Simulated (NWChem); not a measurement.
BiHBr₂; SMILES [Br][BiH][Br]

Computed with NWChem. Structure relaxed at the PBE0/def2-SVP level. def2 effective core potentials on Bi; no spin-orbit coupling. Level SCAN/def2-SVP: energy and gradient on several grids; changes count from the extra-fine grid, which is no exact limit either.

| grid | size of the energy change (μHa) | largest change of a gradient component (μHa/bohr) |
|---|---|---|
| xcoarse | 20000 | 8000 |
| coarse | 10000 | 1000 |
| medium | 6000 | 200 |
| fine | 2000 | < 30 |
| xfine | < 10 | < 30 |
